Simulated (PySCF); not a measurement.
C3H8N, SMILES CC[N]C, multiplicity 2.

The structure is a stationary point at TPSSh-D3(BJ)/def2-SVP. The isomer is the one that the SMILES or the coordinates give; other isomers of the formula were not compared. One conformer was computed; it need not be the lowest.

All values below come from TDA-PBE/def2-SVPD in PySCF 2.14.0.

Vertical excitations. 

Computed UV-visible absorptions:
```
state    energy (eV)  λ (nm)      f                                                 main pairs
-------  -----------  ------  -----  ---------------------------------------------------------
root 1          2.14     580  0.000                                          β HOMO→LUMO 100 %
root 2          4.96     250  0.019                                         β HOMO−1→LUMO 99 %
root 3          5.04     246  0.000                                         β HOMO−2→LUMO 99 %
root 4          5.50     226  0.000                                         β HOMO−3→LUMO 98 %
root 5          5.64     220  0.013                                           α HOMO→LUMO 98 %
root 6          5.87     211  0.004                     α HOMO−1→LUMO 11 %, β HOMO→LUMO+1 88 %
root 7          6.18     201  0.002                                        α HOMO→LUMO+1 100 %
root 8          6.33     196  0.019  α HOMO−1→LUMO 59 %, β HOMO→LUMO+2 32 %, β HOMO→LUMO+1 6 %
root 9          6.37     195  0.023                     α HOMO−1→LUMO 26 %, β HOMO→LUMO+2 66 %
root 10         6.68     186  0.024                                         β HOMO−4→LUMO 87 %
```
Unrestricted roots are not spin-pure.
